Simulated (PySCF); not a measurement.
## Spinor energies of Pt⁴⁸⁺ (platinum, charge +48)

Start: [Ar] 3d10 4s2. Calculated with PySCF 2.14 in an even-tempered Gaussian basis (18 s from 2.9 bohr⁻², ratio 2.6; 15 p from 3.8 bohr⁻², ratio 2.6; 10 d from 3.8 bohr⁻², ratio 2.6; 6 f from 3.9 bohr⁻², ratio 2.8): generalised Hartree-Fock with the X2C-1e Hamiltonian and a Gaussian nucleus; spin-orbit coupling (SO) screened by Boettger's factors.

```tsv
spinor shell	electrons	ε, screened SO (eV)	weight of nominal j (screened SO)	rms radius, screened SO (bohr)
1s1/2	2	-81356.9	1.000	0.0194
2s1/2	2	-16494.9	1.000	0.0780
2p1/2	2	-15899.4	1.000	0.0661
2p3/2	4	-14157.8	1.000	0.0739
3s1/2	2	-5727.0	1.000	0.196
3p1/2	2	-5464.0	1.000	0.187
3p3/2	4	-5058.3	1.000	0.202
3d3/2	4	-4643.1	1.000	0.176
3d5/2	6	-4555.4	1.000	0.180
4s1/2	2	-2759.2	1.000	0.393
```

```
   quantity   screened SO
E (hartree)  -16769.19707
        M_J             0
       ⟨J²⟩         0.000
       ⟨L²⟩         0.078
       ⟨S²⟩         0.078
```

Breit and QED terms are absent; they matter most for the inner s and p1/2 levels.

Densities and radii are taken from the X2C orbitals without a picture-change correction, which distorts them close to the nucleus.
